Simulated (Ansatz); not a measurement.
Z-matrix (Å, degrees):
```
W
O 1 1.900
N 1 1.757 2 108.6
N 1 1.756 2 108.9 3 123.4
N 1 1.963 2 112.9 3 -118.1
C 1 3.047 2 19.2 3 -11.4
C 3 1.418 1 160.2 2 123.8
C 4 1.415 1 164.7 2 -113.6
H 5 1.007 1 123.6 2 -99.3
H 5 1.007 1 123.4 2 98.0
H 6 1.095 1 120.8 2 -71.3
H 6 1.095 1 121.2 2 70.8
H 6 1.096 1 85.3 2 179.8
H 7 1.096 3 112.0 1 -3.7
H 7 1.096 3 110.7 1 -124.3
H 7 1.096 3 110.6 1 116.8
H 8 1.096 4 111.0 1 114.4
H 8 1.096 4 111.9 1 -6.4
H 8 1.096 4 110.5 1 -126.4
```

The species carries charge 0 and has multiplicity 1. W takes the def2 core potential.

Q: List the B3LYP/def2-TZVPP orbital energies in eV (the Gaussian-basis code of Ansatz). (Estimate.)

A: Computed: Occupied: -520.26, -389.02, -388.99, -388.79, -277.90, -277.44, -277.34, -81.53, -44.92, -44.76, -44.63, -26.88, -22.76, -22.53, -22.46, -18.19, -17.12, -16.81, -13.31, -12.82, -12.25, -12.19, -11.95, -11.82, -11.70, -11.67, -11.60, -11.20, -11.12, -8.79, -8.65, -7.49, -7.43, -7.05, -6.48, -6.28. Lowest empty: -0.21, -0.15, 0.02, 0.52, 0.83, 1.04, 1.52, 1.77.

B3LYP here is the variant with VWN-RPA as its local correlation; programs differ in this.
